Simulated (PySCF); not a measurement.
cyclopentanone (C5H8O), SMILES O=C1CCCC1. Geometry optimised at B3LYP-D3(BJ)/def2-SVP. Other conformers were not sampled.

All values below come from B3LYP-D3(BJ)/def2-SVP (PySCF).

Harmonic wavenumbers (cm⁻¹): 99, 241, 448, 474, 562, 585, 708, 814, 845, 902, 920, 955, 969, 1033, 1150, 1159, 1170, 1210, 1244, 1287, 1299, 1335, 1336, 1418, 1420, 1468, 1482, 1866, 3031, 3031, 3038, 3043, 3103, 3107, 3114, 3115. Rotational constants (GHz): 6.609, 3.336, 2.397; symmetry number 2.

Task: Work out the zero-point energy and the ideal-gas rigid-rotor harmonic-oscillator thermochemistry at 298.15 K and 1 atm.

Result: ZPE = ½ Σ hcν = ½ × 52982 cm⁻¹ = 316.90 kJ/mol. H − E(el) = 333.97 kJ/mol. Entropy in J/(mol K): translation 164.02, rotation 103.91, vibration 39.38, total 307.31. G − E(el) = 242.35 kJ/mol. Cp = 95.08 J/(mol K). Modes under 150 cm⁻¹ make the vibrational entropy uncertain.
